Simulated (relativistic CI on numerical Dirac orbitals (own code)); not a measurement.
Hyperfine structure of S XIV, mass number 33

Computed by Dirac-Coulomb-Breit CI, orbitals from a KLI potential per configuration, model QED, unscaled Slater integrals (own radial code, finite nucleus).

Configuration list (outside the closed core 1s2): 2s, 2p, 3s, 3p, 3d, 4s, 4p, 4d, 4f, 5s, 5p, 5d, 5f, 5g. Levels of other configurations are missing.

Nuclear spin I = 3/2, μ = 0.64325 μN, Q = -0.0694 b (tables of Stone and Pyykkö). The electronic factors are computed for point nuclear moments, without core polarisation or the Bohr-Weisskopf and QED corrections.

```tsv
Level	E (10³ cm⁻¹)	A (MHz)	B (MHz)
2s ²S1/2	0.0	47130	
2p ²P°1/2	225.5	14230	
2p ²P°3/2	240.5	2786	-835
3s ²S1/2	3218.9	13750	
3p ²P°1/2	3281.2	4307	
3p ²P°3/2	3285.6	842.8	-253
3d ²D3/2	3308.1	450	-45
3d ²D5/2	3309.5	192.3	-63.9
```

Levels with J = 0, under 50 % of one LS term, or S terms without an open s electron are left out. Small factors come from cancelling terms and can be off by tens of per cent or more.

At this charge energies of transitions that change n are usually good to better than 1 %, and those within a shell (Δn = 0) to a few per cent.

Problem. Give the hyperfine levels of 2s ²S1/2 relative to its centre of gravity.

Solution. With K = F(F + 1) − I(I + 1) − J(J + 1), E = AK/2: F = 1: -58910, F = 2: 35350 MHz.
